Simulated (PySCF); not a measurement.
A calculated (MN15, PySCF 2.14, pcseg-2, no relativity, point nucleus) atom or ion has these occupied shells.

| shell | electrons | orbital energy (eV) | rms radius, mean of both spins (bohr) |
| --- | --- | --- | --- |
| 1s | 2 | -1514.0 | 0.140 |
| 2s | 2 | -119.55 | 0.696 |
| 2p | 6 | -83.730 | 0.678 |
| 3s | 2 | -16.085 | 2.60 |

Task: Name the element and its charge.

Result: Al⁺ (aluminium, charge +1), in [Ne] 3s2, closed-shell 1S.
